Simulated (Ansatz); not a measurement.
Steps of a relaxation of CH4ClFGeO2, SMILES `C[O][Ge]([OH])([F])[Cl]` with RKS PBE0-D4/def2-TZVP.

```sh
$ ansatz run in.yaml --threads 2 --pin off --events-out ev --progress --plain --max-ram 22528MiB --backend cuda --devices 0, --max-vram 18GiB
```

```yaml
crystal:
  periodic: [false, false, false]
  atoms:
    - {symbol: C, position_ang: [-1.666540, 0.384700, -0.170160]}
    - {symbol: O, position_ang: [-0.290600, 0.430570, -0.526590]}
    - {symbol: Ge, position_ang: [1.012720, -0.496040, 0.153450]}
    - {symbol: O, position_ang: [2.470080, 0.107470, -0.495130]}
    - {symbol: F, position_ang: [1.021200, -0.104940, 1.874530]}
    - {symbol: Cl, position_ang: [0.929540, -2.544250, -0.070790]}
    - {symbol: H, position_ang: [-2.096570, -0.596770, -0.376890]}
    - {symbol: H, position_ang: [-1.807730, 0.624750, 0.884130]}
    - {symbol: H, position_ang: [-2.159780, 1.136410, -0.786730]}
    - {symbol: H, position_ang: [2.587670, 1.058090, -0.485820]}
basis:
  gaussian: {orbitals: def2-TZVP}
hamiltonian: {xc: pbe0, dispersion: d4}
relax: {f_tol: 0.005, max_steps: 150}
```

Positions (Å) and forces (eV/Å) along the path, 14 of 17 steps:

```xyz
10
step=1 energy=-76942.0099 eV
C    -1.667    0.385   -0.170    0.460   -0.056   -0.042
O    -0.291    0.431   -0.527   -0.186   -0.030   -0.186
Ge    1.013   -0.496    0.153   -0.747    1.318    1.580
O     2.470    0.107   -0.495    1.028   -0.032   -0.576
F     1.021   -0.105    1.875   -0.098   -0.404   -0.840
Cl    0.930   -2.544   -0.071   -0.084   -0.838   -0.095
H    -2.097   -0.597   -0.377   -0.071   -0.056   -0.038
H    -1.808    0.625    0.884   -0.042    0.040    0.084
H    -2.160    1.136   -0.787   -0.103   -0.036    0.043
H     2.588    1.058   -0.486   -0.158    0.094    0.068
10
step=2 energy=-76942.0915 eV
C    -1.660    0.377   -0.170    0.188   -0.035    0.032
O    -0.295    0.457   -0.549   -0.025    0.050   -0.142
Ge    1.009   -0.443    0.164   -0.398    0.165    0.887
O     2.502    0.103   -0.499    0.466   -0.072   -0.237
F     0.981   -0.128    1.883   -0.026   -0.143   -0.607
Cl    0.888   -2.534   -0.073   -0.032    0.004   -0.024
H    -2.072   -0.616   -0.366   -0.006   -0.023   -0.010
H    -1.792    0.620    0.887   -0.029    0.006    0.027
H    -2.194    1.110   -0.776   -0.022   -0.032    0.031
H     2.634    1.053   -0.502   -0.115    0.080    0.042
10
step=3 energy=-76942.1156 eV
C    -1.641    0.366   -0.166   -0.019   -0.017    0.020
O    -0.289    0.483   -0.572   -0.027    0.136   -0.096
Ge    0.998   -0.410    0.177    0.030   -0.158   -0.061
O     2.523    0.087   -0.489    0.068   -0.021    0.002
F     0.936   -0.110    1.870    0.000    0.022    0.065
Cl    0.833   -2.501   -0.087   -0.012    0.058    0.025
H    -2.032   -0.637   -0.364    0.010    0.006    0.004
H    -1.765    0.597    0.896   -0.002   -0.002   -0.005
H    -2.214    1.087   -0.753    0.021   -0.034    0.028
H     2.652    1.039   -0.512   -0.068    0.012    0.017
10
step=4 energy=-76942.1191 eV
C    -1.631    0.365   -0.166   -0.051   -0.020    0.016
O    -0.283    0.498   -0.584    0.015    0.071   -0.048
Ge    0.995   -0.410    0.169    0.046   -0.086   -0.069
O     2.528    0.089   -0.482    0.007   -0.037    0.022
F     0.922   -0.113    1.862    0.003    0.029    0.072
Cl    0.809   -2.501   -0.081    0.002    0.056   -0.004
H    -2.011   -0.643   -0.360    0.003    0.006    0.004
H    -1.749    0.594    0.898    0.007   -0.002   -0.005
H    -2.219    1.078   -0.746    0.015   -0.017    0.009
H     2.638    1.043   -0.511   -0.047    0.000    0.004
10
step=6 energy=-76942.1210 eV
C    -1.621    0.363   -0.165   -0.008    0.000   -0.002
O    -0.274    0.517   -0.587    0.014   -0.005    0.012
Ge    0.994   -0.409    0.169   -0.019    0.018    0.010
O     2.535    0.084   -0.467    0.000    0.016    0.010
F     0.913   -0.110    1.865    0.006   -0.002   -0.005
Cl    0.783   -2.492   -0.085    0.002   -0.015   -0.008
H    -1.987   -0.650   -0.361    0.002    0.001    0.001
H    -1.739    0.587    0.899    0.002    0.000   -0.003
H    -2.220    1.068   -0.742    0.001    0.000   -0.002
H     2.615    1.041   -0.526    0.001   -0.014   -0.013
10
step=7 energy=-76942.1213 eV
C    -1.621    0.364   -0.165    0.018   -0.003   -0.009
O    -0.271    0.521   -0.578   -0.010    0.003    0.001
Ge    0.995   -0.409    0.173   -0.008    0.016    0.019
O     2.536    0.085   -0.461    0.006    0.011    0.002
F     0.917   -0.115    1.869    0.002   -0.003    0.004
Cl    0.782   -2.492   -0.085    0.001   -0.011   -0.009
H    -1.984   -0.649   -0.366   -0.003    0.001    0.002
H    -1.745    0.586    0.898    0.000    0.001   -0.001
H    -2.217    1.069   -0.745   -0.001   -0.001    0.000
H     2.609    1.041   -0.541   -0.004   -0.014   -0.009
10
step=8 energy=-76942.1215 eV
C    -1.619    0.367   -0.167    0.073    0.005   -0.014
O    -0.260    0.536   -0.550   -0.061    0.009   -0.007
Ge    0.999   -0.409    0.192   -0.003   -0.007    0.040
O     2.542    0.089   -0.436    0.021    0.264   -0.052
F     0.926   -0.141    1.893   -0.001   -0.001   -0.004
Cl    0.775   -2.489   -0.086    0.000   -0.006   -0.008
H    -1.968   -0.648   -0.379   -0.003    0.000    0.004
H    -1.765    0.584    0.895   -0.003   -0.002   -0.003
H    -2.207    1.070   -0.757   -0.003    0.000    0.003
H     2.577    1.041   -0.604   -0.019   -0.262    0.042
10
step=10 energy=-76942.1227 eV
C    -1.608    0.373   -0.169   -0.007    0.006   -0.012
O    -0.249    0.521   -0.555    0.009   -0.017    0.015
Ge    1.002   -0.419    0.211   -0.002    0.091    0.046
O     2.547    0.118   -0.381    0.006   -0.022   -0.006
F     0.894   -0.168    1.913   -0.002   -0.016   -0.051
Cl    0.808   -2.497   -0.085   -0.005   -0.044   -0.003
H    -1.981   -0.631   -0.393    0.018    0.003    0.004
H    -1.748    0.579    0.896    0.002   -0.003    0.000
H    -2.185    1.096   -0.747   -0.001   -0.001    0.002
H     2.521    1.028   -0.690   -0.019    0.002    0.005
10
step=11 energy=-76942.1227 eV rejected
C    -1.606    0.374   -0.170   -0.003   -0.004   -0.001
O    -0.246    0.528   -0.548    0.003    0.004    0.005
Ge    1.003   -0.415    0.218    0.020   -0.019   -0.149
O     2.546    0.118   -0.381   -0.010    0.000    0.008
F     0.895   -0.174    1.914   -0.006    0.023    0.137
Cl    0.804   -2.496   -0.084   -0.005   -0.002   -0.001
H    -1.972   -0.632   -0.396    0.003   -0.001    0.002
H    -1.753    0.578    0.895    0.000    0.000   -0.001
H    -2.184    1.094   -0.749    0.002    0.001   -0.002
H     2.513    1.025   -0.698   -0.003   -0.002    0.001
10
step=12 energy=-76942.1230 eV
C    -1.607    0.373   -0.169   -0.001    0.000   -0.003
O    -0.249    0.525   -0.552    0.004   -0.002    0.006
Ge    1.002   -0.416    0.213    0.003    0.018   -0.019
O     2.546    0.116   -0.385    0.003   -0.021    0.003
F     0.896   -0.169    1.912   -0.002    0.001    0.015
Cl    0.804   -2.497   -0.084   -0.003   -0.008   -0.001
H    -1.976   -0.633   -0.393    0.006    0.001    0.001
H    -1.750    0.579    0.895   -0.001    0.000    0.000
H    -2.186    1.094   -0.749    0.000   -0.001    0.000
H     2.520    1.028   -0.688   -0.009    0.014   -0.003
10
step=14 energy=-76942.1224 eV rejected
C    -1.603    0.375   -0.170   -0.010    0.000   -0.002
O    -0.239    0.546   -0.527    0.003   -0.004    0.005
Ge    1.005   -0.412    0.228    0.010   -0.008   -0.015
O     2.549    0.124   -0.366   -0.018    0.245   -0.097
F     0.906   -0.190    1.931    0.000    0.003    0.008
Cl    0.788   -2.489   -0.093   -0.006    0.003    0.002
H    -1.951   -0.637   -0.397    0.000    0.001   -0.001
H    -1.769    0.582    0.891    0.002    0.001    0.001
H    -2.181    1.085   -0.763    0.000   -0.001   -0.001
H     2.495    1.017   -0.733    0.018   -0.239    0.099
10
step=15 energy=-76942.1231 eV
C    -1.607    0.373   -0.170    0.013   -0.002   -0.003
O    -0.244    0.541   -0.533    0.004    0.002    0.000
Ge    1.005   -0.413    0.219   -0.012    0.011    0.001
O     2.548    0.118   -0.382   -0.007   -0.009    0.001
F     0.912   -0.179    1.922    0.001   -0.001   -0.001
Cl    0.783   -2.490   -0.091    0.005    0.000   -0.001
H    -1.957   -0.640   -0.392   -0.002    0.000   -0.001
H    -1.767    0.583    0.891   -0.001    0.001    0.005
H    -2.186    1.082   -0.762    0.000   -0.002   -0.001
H     2.514    1.025   -0.702   -0.002    0.001   -0.001
10
step=16 energy=-76942.1232 eV
C    -1.606    0.373   -0.170    0.003    0.001   -0.003
O    -0.243    0.549   -0.526   -0.004   -0.004    0.003
Ge    1.004   -0.411    0.222    0.009   -0.003    0.006
O     2.547    0.116   -0.382   -0.004   -0.005    0.005
F     0.916   -0.181    1.926   -0.003   -0.003   -0.010
Cl    0.781   -2.487   -0.094   -0.005    0.002    0.002
H    -1.950   -0.641   -0.393   -0.001    0.001    0.000
H    -1.773    0.585    0.890    0.000    0.000    0.001
H    -2.187    1.078   -0.766    0.000   -0.001    0.001
H     2.511    1.021   -0.707    0.004    0.011   -0.005
10
step=17 energy=-76942.1232 eV
C    -1.606    0.373   -0.170    0.001    0.001   -0.001
O    -0.242    0.547   -0.528   -0.002   -0.001    0.001
Ge    1.004   -0.411    0.222    0.002   -0.001    0.002
O     2.547    0.117   -0.381   -0.004    0.004    0.000
F     0.914   -0.182    1.925    0.000    0.001   -0.001
Cl    0.780   -2.487   -0.093    0.000   -0.001   -0.001
H    -1.951   -0.641   -0.392    0.000    0.000    0.000
H    -1.772    0.584    0.890    0.000    0.000    0.000
H    -2.186    1.078   -0.766    0.000    0.000    0.000
H     2.511    1.022   -0.708    0.002   -0.003    0.000
```

It took 31 s on 2 threads of an AMD EPYC 7R13 on a shared host and a share of an NVIDIA H100 80 GB, with 0.93 GiB of host memory at the peak.
